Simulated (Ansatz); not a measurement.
`[SiH3]NCBCl` → `N[SiH2]CBCl`  (isomerisation)

Calculated with Ansatz (gas phase, PBE0-D4/def2-TZVP geometries, no zero-point term in ΔE). CCSD(T)/CBS adds triple-zeta CCSD(T) − MP2 to the extrapolated MP2 energy (def2 sets, frozen cores). DFT in def2-TZVPP. One conformer a species, not always the lowest.

| level | ΔE (kcal/mol) |
| --- | --- |
| PBE0-D4 | -26.8 |
| PBE | -26.3 |
| PBE0 | -26.6 |
| HF/def2-TZVPP | -24.3 |

What does CCSD(T)/CBS give? (An estimate is asked.)

Computed: -27.1 kcal/mol. The listed levels differ from it by 0.3, 0.8, 0.5, 2.8 kcal/mol.

Largest T1 diagnostic among the species: 0.011.

In def2-TZVPP, CCSD(T) changes the Hartree–Fock value by −2.2 kcal/mol (the triples alone add −0.3 kcal/mol) and MP2 by −3.7 kcal/mol.
